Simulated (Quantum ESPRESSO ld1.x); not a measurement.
Isoelectronic series with 16 electrons, all held in the configuration [Ne] 3s2 3p4, which need not be the ground one along the series. All-electron calculation, Dirac Kohn-Sham, PBEsol, spin-unpolarised, spherical densities, point nucleus; open shells fill j = l - 1/2 first. Program: ld1.x of Quantum ESPRESSO 7.5. Total energies (hartree) and orbital eigenvalues (Ry):

| ion | E (hartree) | 3p3/2 | 3p1/2 | 3s1/2 |
|---|---|---|---|---|
| S | -398.409 | -0.51009 | -0.51627 | -1.26279 |
| Ar2+ | -526.852 | -2.59226 | -2.60869 | -3.70577 |
| Ca4+ | -674.431 | -5.66878 | -5.70294 | -7.15430 |
| Ti6+ | -841.175 | -9.68348 | -9.74552 | -11.5529 |
| Cr8+ | -1027.161 | -14.6162 | -14.7194 | -16.8847 |
| Fe10+ | -1232.488 | -20.4579 | -20.6191 | -23.1445 |
| Ni12+ | -1457.274 | -27.2041 | -27.4442 | -30.3322 |
| Zn14+ | -1701.653 | -34.8527 | -35.1971 | -38.4508 |
| Ge16+ | -1965.774 | -43.4033 | -43.8823 | -47.5051 |
| Se18+ | -2249.803 | -52.8560 | -53.5057 | -57.5011 |
| Kr20+ | -2553.918 | -63.2118 | -64.0742 | -68.4464 |
| Sr22+ | -2878.32 | -74.4722 | -75.5960 | -80.3495 |
| Zr24+ | -3223.21 | -86.6390 | -88.0801 | -93.2198 |
